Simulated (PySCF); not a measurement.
A structure optimised at PBE0-D3(BJ)/def2-TZVP, used in a PySCF frequency run:

```xyz
3

Sc     0.0000     0.0000     0.5675
O      0.0000     0.0000    -1.2180
H      0.0000     0.0000    -2.1721
```

Q: Write its SMILES, formula and point group.

A: [OH][Sc], HOSc, C∞v

Q: What are its rotational constants (standard atomic weights)?

A: 11.827 GHz (linear rotor, B only)
